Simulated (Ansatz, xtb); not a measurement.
**Two structures of CH4AlF3O**

Structure I is a singlet given by its coordinates and structure II is `FC[OH+][AlH-]([F])[F]`, a singlet. Both are isolated molecules in the gas phase, relaxed with PBE0-D4/def2-SVP; the shapes shown needn't be the lowest conformers.

I (Å):

```json
{"atom": "C", "x (Å)": "0.4878", "y (Å)": "1.8476", "z (Å)": "0.1005"}
{"atom": "Al", "x (Å)": "-0.8545", "y (Å)": "1.7349", "z (Å)": "1.5896"}
{"atom": "F", "x (Å)": "0.2497", "y (Å)": "0.8292", "z (Å)": "2.5711"}
{"atom": "F", "x (Å)": "-1.7343", "y (Å)": "2.9629", "z (Å)": "2.2712"}
{"atom": "F", "x (Å)": "-1.6785", "y (Å)": "0.4293", "z (Å)": "0.8026"}
{"atom": "O", "x (Å)": "0.7365", "y (Å)": "0.3246", "z (Å)": "0.1737"}
{"atom": "H", "x (Å)": "-0.2124", "y (Å)": "-0.0127", "z (Å)": "0.1409"}
{"atom": "H", "x (Å)": "0.9011", "y (Å)": "0.2183", "z (Å)": "1.1621"}
{"atom": "H", "x (Å)": "1.4850", "y (Å)": "2.2822", "z (Å)": "0.2495"}
{"atom": "H", "x (Å)": "0.1858", "y (Å)": "2.0128", "z (Å)": "-0.9421"}
```

Close contacts (Å): C1–Al2 2.01, C1–O6 1.54, Al2–F3 1.73, Al2–F4 1.66, Al2–F5 1.73, C1–H9 1.10, C1–H10 1.10, O6–H7 1.01, O6–H8 1.01.

II (Å):

```xyz
10

C     0.3675   -0.8355    1.0469
Al   -0.6889    0.1958   -1.5570
F     0.6539   -0.3310    2.2581
F     0.4041   -1.0452   -1.8604
F    -2.3133   -0.2343   -1.5347
O    -0.5882   -0.0104    0.4152
H    -0.0338   -1.8553    1.1587
H     1.2507   -0.8301    0.3950
H    -1.4862   -0.1613    0.7504
H    -0.2930    1.6600   -1.9655
```

Question: Estimate which is lower in electronic energy at CCSD(T)/def2-SVP + ΔMP2/def2-TZVPP, and by roughly how much.

Answer: The CCSD(T)/def2-SVP + ΔMP2/def2-TZVPP calculation puts structure I lower, by 52.1 kJ/mol.

Level by level:

| level | geometry | E(II) − E(I) (kJ/mol) | departure from the last row (kJ/mol) | job, with rough time for the two |
| --- | --- | --- | --- | --- |
| GFN2-xTB | GFN2-xTB | −35.4 | −87.4 | optimisation, 0.27 s |
| HF/STO-3G | GFN2-xTB | −121.1 | −173.2 | single point, 1.4 s |
| r2SCAN-D4/def2-SVP | GFN2-xTB | +56.6 | +4.5 | single point, 4.4 s |
| PBE0-D4/def2-SVP | PBE0-D4/def2-SVP | +47.9 | −4.2 | optimisation, 66 s |
| HF/def2-SVP | PBE0-D4/def2-SVP | +1.6 | −50.4 | part of the CCSD(T) run |
| MP2/def2-SVP | PBE0-D4/def2-SVP | +50.3 | −1.8 | part of the CCSD(T) run |
| CCSD(T)/def2-SVP | PBE0-D4/def2-SVP | +42.8 | −9.3 | single point |
| CCSD(T)/def2-SVP + ΔMP2/def2-TZVPP | PBE0-D4/def2-SVP | +52.1 |  | single point, 44 s |

GFN2-xTB, HF/STO-3G put the two in the other order. HF/def2-SVP finds them nearly level. The largest departure from CCSD(T)/def2-SVP + ΔMP2/def2-TZVPP is that of HF/STO-3G, 173.2 kJ/mol. The last row adds to CCSD(T) the change of the MP2 difference between the two basis sets, here +9.3 kJ/mol.

With harmonic frequencies from PBE0-D4/def2-SVP (ideal gas, rigid rotor, one conformer each, 298.15 K, 1 atm): on the last row, ΔE + ΔZPE = +45.1 kJ/mol. A mode under 50 cm⁻¹ makes harmonic enthalpies and free energies unreliable, so none is given.

The correlated steps freeze 10 core orbitals. Codes used: Ansatz 0.2.0, xtb 6.7.1; the last row on 2 threads of Arm Neoverse V1 on a shared host.
